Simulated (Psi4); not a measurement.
Cl₂Ni, triplet, geometry from GFN2-xTB (such geometries of metal compounds can be far from the true shape); WB97X/6-31G** (Psi4).

Input for Psi4:
```
memory 2 GB

molecule {
0 3
  Ni    0.00000000    0.00000000    0.00000000
  Cl    0.00000000    0.00000000    1.93482584
  Cl   -0.00000000   -0.00000000   -1.93482584
}

set basis 6-31g**
set reference uks

energy('wb97x')
print_variables()
```

What the program printed (banner, timings and long lists left out):

```
   => Loading Basis Set <=

    Name: 6-31G**
    Role: ORBITAL
    Keyword: BASIS

         ---------------------------------------------------------
                                   SCF
               by Justin Turney, Rob Parrish, Andy Simmonett
                          and Daniel G. A. Smith
                              UKS Reference
         ---------------------------------------------------------

  ==> Geometry <==

    Molecular point group: d2h
    Full point group: D_inf_h

    Geometry (in Angstrom), charge = 0, multiplicity = 3:

       Center              X                  Y                   Z               Mass
    ------------   -----------------  -----------------  -----------------  -----------------
         NI           0.000000000000     0.000000000000     0.000000000000    57.935342410000
         CL           0.000000000000     0.000000000000     1.934825840000    34.968852682000
         CL           0.000000000000     0.000000000000    -1.934825840000    34.968852682000

  Running in d2h symmetry.

  Rotational constants: A = ************  B =      0.06439  C =      0.06439 [cm^-1]
  Rotational constants: A = ************  B =   1930.28779  C =   1930.28779 [MHz]
  Nuclear repulsion =  299.894078063199231

  Charge       = 0
  Multiplicity = 3
  Electrons    = 62
  Nalpha       = 32
  Nbeta        = 30

  ==> Algorithm <==

  SCF Algorithm Type is DF.
  DIIS enabled.
  MOM disabled.
  Fractional occupation disabled.
  Guess Type is SAD.
  Energy threshold   = 1.00e-06
  Density threshold  = 1.00e-06
  Integral threshold = 1.00e-12

  ==> Primary Basis <==

  Basis Set: 6-31G**
    Blend: 6-31G**
    Number of shells: 28
    Number of basis functions: 77
    Number of Cartesian functions: 77
    Spherical Harmonics?: false
    Max angular momentum: 3

  ==> DFT Potential <==

   => LibXC <=

    Version 7.1.2
    S. Lehtola, C. Steigemann, M. J. T. Oliveira, and M. A. L. Marques,  SoftwareX 7, 1–5 (2018) (10.1016/j.softx.2017.11.002)

   => Composite Functional: WB97X <=

    wB97X Hyb-GGA Exchange-Correlation Functional

    J.-D. Chai and M. Head-Gordon,  J. Chem. Phys. 128, 084106 (2008) (10.1063/1.2834918)

    Deriv               =              1
    GGA                 =           TRUE
    Meta                =          FALSE

    Exchange Hybrid     =           TRUE
    MP2 Hybrid          =          FALSE

   => Exchange-Correlation Functionals <=

    1.0000   wB97X range-separated functional

   => Exact (HF) Exchange <=

    0.8423            HF,LR [omega = 0.3000]
    0.1577               HF

   => LibXC Density Thresholds  <==

    XC_HYB_GGA_XC_WB97X:  1.00E-14

   => Molecular Quadrature <=

    Radial Scheme          =       TREUTLER
    Pruning Scheme         =           NONE
    Nuclear Scheme         =       TREUTLER

    Blocking Scheme        =         OCTREE
    BS radius alpha        =              1
    Pruning alpha          =              1
    Radial Points          =             75
    Spherical Points       =            302
    Total Points           =          64616
    Total Blocks           =            599
    Max Points             =            256
    Max Functions          =             72
    Weights Tolerance      =       1.00E-15

   => Loading Basis Set <=

    Name: (6-31G** AUX)
    Role: JKFIT
    Keyword: DF_BASIS_SCF

  ==> Integral Setup <==

  SCF_SUBTYPE=INCORE selected. In-core MEM_DF algorithm will be used.
  Using in-core AOs.

  ==> MemDFJK: Density-Fitted J/K Matrices <==

    J tasked:                   Yes
    K tasked:                   Yes
    wK tasked:                  Yes
    Omega:                3.000E-01
    Algorithm:                 Core
    Schwarz Cutoff:           1E-12
    Mask sparsity (%):       3.5419
    Fitting Condition:        1E-10

   => Auxiliary Basis Set <=

  Basis Set: (6-31G** AUX)
    Blend: CC-PVDZ-JKFIT + DEF2-UNIVERSAL-JKFIT
    Number of shells: 130
    Number of basis functions: 637
[...]
    DOCC [    10,    1,    2,    2,    0,    7,    4,    4 ]
    SOCC [     0,    0,    1,    1,    0,    0,    0,    0 ]
    NA   [    10,    1,    3,    3,    0,    7,    4,    4 ]
    NB   [    10,    1,    2,    2,    0,    7,    4,    4 ]

   @DF-UKS iter   2: -2391.62156995018722    3.20362e+01   2.75445e-01 ADIIS
   @DF-UKS iter   3: -2427.03683769691133   -3.54153e+01   8.36244e-02 DIIS/ADIIS
   @DF-UKS iter   4: -2428.45928773963487   -1.42245e+00   1.87427e-02 DIIS/ADIIS
   @DF-UKS iter   5: -2428.53125718092952   -7.19694e-02   6.72041e-03 DIIS/ADIIS
   @DF-UKS iter   6: -2428.54335816362982   -1.21010e-02   6.15652e-04 DIIS/ADIIS
   @DF-UKS iter   7: -2428.54432486914175   -9.66706e-04   2.84384e-04 DIIS/ADIIS
   @DF-UKS iter   8: -2428.54454510821097   -2.20239e-04   1.80329e-04 DIIS/ADIIS
   @DF-UKS iter   9: -2428.54456239545698   -1.72872e-05   7.58262e-05 DIIS
   @DF-UKS iter  10: -2428.54456386839274   -1.47294e-06   1.33416e-05 DIIS
   @DF-UKS iter  11: -2428.54456395253646   -8.41437e-08   2.22877e-06 DIIS
   @DF-UKS iter  12: -2428.54456395596117   -3.42470e-09   7.27416e-07 DIIS
  Energy and wave function converged.

  ==> Post-Iterations <==

   Electrons on quadrature grid:
      Nalpha   =   32.0000045388 ; deviation = 4.539e-06
      Nbeta    =   30.0000012786 ; deviation = 1.279e-06
      Ntotal   =   62.0000058174 ; deviation = 5.817e-06

   @Spin Contamination Metric:   4.057782929E-03
   @S^2 Expected:                2.000000000E+00
   @S^2 Observed:                2.004057783E+00
   @S   Expected:                1.000000000E+00
   @S   Observed:                1.000000000E+00

    Orbital Energies [Eh]
    ---------------------

    Alpha Occupied:

[...]
    Alpha Virtual:

[...]
    Beta Occupied:

[...]
    Beta Virtual:

[...]
    Final Occupation by Irrep:
             Ag   B1g   B2g   B3g    Au   B1u   B2u   B3u
    DOCC [    10,    1,    2,    2,    0,    7,    4,    4 ]
    SOCC [     0,    0,    1,    1,    0,    0,    0,    0 ]
    NA   [    10,    1,    3,    3,    0,    7,    4,    4 ]
    NB   [    10,    1,    2,    2,    0,    7,    4,    4 ]

  @DF-UKS Final Energy: -2428.54456395596117

   => Energetics <=

    Nuclear Repulsion Energy =            299.8940780631992311
    One-Electron Energy =               -3962.4049658893327432
    Two-Electron Energy =                1326.8699249087719636
    DFT Exchange-Correlation Energy =     -92.9036010385999731
    Empirical Dispersion Energy =           0.0000000000000000
    VV10 Nonlocal Energy =                  0.0000000000000000
    Total Energy =                      -2428.5445639559611664

  UHF NO Occupations:
  HONO-2 :   10 Ag 1.9991906
  HONO-1 :    3B3g 1.0000000
  HONO-0 :    3B2g 1.0000000
  LUNO+0 :   11 Ag 0.0008094
  LUNO+1 :    4B3g 0.0002382
  LUNO+2 :    4B2g 0.0002382
  LUNO+3 :    5B2u 0.0002367

Computation Completed

Properties will be evaluated at   0.000000,   0.000000,   0.000000 [a0]

Properties computed using the SCF density matrix

 Multipole Moments:

 ------------------------------------------------------------------------------------
     Multipole            Electronic (a.u.)      Nuclear  (a.u.)        Total (a.u.)
 ------------------------------------------------------------------------------------

 L = 1.  Multiply by 2.5417464519 to convert [e a0] to [Debye]
 Dipole X            :          0.0000000            0.0000000            0.0000000
 Dipole Y            :          0.0000000            0.0000000            0.0000000
 Dipole Z            :          0.0000000            0.0000000            0.0000000
 Magnitude           :                                                    0.0000000

 ------------------------------------------------------------------------------------

  Variable Map:
  ----------------------------------------------------------------------------
[...]
  Array Variable Map:
  ----------------------------------------------------------------------------
[...]
[...]
```
